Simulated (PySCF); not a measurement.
Job file and geometry (Å, from GFN2-xTB) of an NMR shielding run on C2H4AlCl2N, GIAO PBE0/pcSseg-1 NMR shielding, non-relativistic, gas phase in PySCF; density fitting, a coarse starting grid and PySCF grid level 2 are the driver's defaults:

```
$ OMP_NUM_THREADS=1 python probes_run.py task.json out

{"job": {"kind": "nmr", "xc": "PBE0", "basis": "pcSseg-1"}, "charge": 0, "multiplicity": 1}
C      2.526806     0.011160     0.245654
N      1.463573     0.373113     0.045643
Al    -0.413000     0.577912    -0.699740
Cl    -0.616503     2.605610    -0.618455
C     -1.209155    -0.661738     0.700773
Cl    -2.570755    -0.315759    -0.458084
H      3.515804    -0.317275     0.432441
H     -0.034587    -0.104627    -2.023156
H     -1.057632    -1.741589     0.659944
H     -1.595667    -0.422154     1.692452
```

Task: Write the output of this run.

Result: 
```
coarse grid: 10592 points
cycle   1  E = -1295.5048740071  dE =  5.942e-01  |g| = 4.311e-01  |ddm| = 2.900e+00
cycle   2  E = -1295.4070627976  dE =  9.781e-02  |g| = 8.319e-01  |ddm| = 9.020e-01
cycle   3  E = -1295.5566017477  dE = -1.495e-01  |g| = 1.416e-01  |ddm| = 4.787e-01
cycle   4  E = -1295.5606990201  dE = -4.097e-03  |g| = 3.856e-02  |ddm| = 1.405e-01
cycle   5  E = -1295.5609991989  dE = -3.002e-04  |g| = 7.631e-03  |ddm| = 3.212e-02
cycle   6  E = -1295.5610117147  dE = -1.252e-05  |g| = 3.642e-03  |ddm| = 1.007e-02
cycle   7  E = -1295.5610149105  dE = -3.196e-06  |g| = 6.604e-04  |ddm| = 3.320e-03
final grid: 90280 points
cycle   8  E = -1295.5930872853  dE = -2.769e-05  |g| = 5.179e-03  |ddm| = 1.671e-02
cycle   9  E = -1295.5930872451  dE =  4.025e-08  |g| = 4.458e-03  |ddm| = 7.385e-03
cycle  10  E = -1295.5930914743  dE = -4.229e-06  |g| = 1.271e-03  |ddm| = 4.200e-03
cycle  11  E = -1295.5930918261  dE = -3.518e-07  |g| = 3.795e-04  |ddm| = 1.059e-03
cycle  12  E = -1295.5930918536  dE = -2.752e-08  |g| = 1.475e-04  |ddm| = 2.606e-04
cycle  13  E = -1295.5930918583  dE = -4.651e-09  |g| = 1.934e-05  |ddm| = 9.988e-05
cycle  14  E = -1295.5930918583  dE = -8.049e-11  |g| = 5.297e-06  |ddm| = 2.326e-05
converged SCF energy = -1295.5930918583

GIAO shielding tensors (ppm)
atom      isotropic    diamagn.    paramagn.     s11        s22        s33       span
  0 C       68.975     260.892    -191.918    -16.746    -12.081    235.750    252.496
  1 N        9.963     331.624    -321.661   -169.947   -159.865    359.701    529.647
  2 Al     503.654     791.306    -287.652    383.111    482.168    645.684    262.573
  3 Cl    1026.295    1147.715    -121.420    940.017   1039.024   1099.844    159.828
  4 C      154.451     253.280     -98.829    121.633    146.746    194.975     73.342
  5 Cl     962.898    1145.801    -182.903    884.465    987.072   1017.157    132.692
  6 H       27.818      28.752      -0.935     23.324     23.614     36.516     13.191
  7 H       27.891      27.996      -0.105     24.130     25.947     33.596      9.466
  8 H       29.209      30.989      -1.781     24.082     27.418     36.126     12.044
  9 H       28.955      30.300      -1.345     24.179     27.168     35.518     11.338
```

Size and cost of the density-fitted run: 143 basis functions, 39 s wall time on 1 thread of an Intel Xeon, shared host; peak memory 0.7 GiB.
